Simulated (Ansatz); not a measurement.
Harmonic frequencies (cm⁻¹) at PBE0-D4/def2-TZVP from Ansatz: 33, 74, 132, 309, 417, 435, 519, 596, 606, 653, 790, 1048, 1089, 1412, 1884, 3119, 3199, 3897.

Each molecule was computed in one conformer, which needn't be the lowest.

**Question.** Which molecule is it?
A. `O[CH2][InH][Br]`
B. `C=C=[N][AlH2]`
C. `[OH][InH][CH2]Br`
D. `[CH3][In]([OH])[Br]`

**Answer.** C.
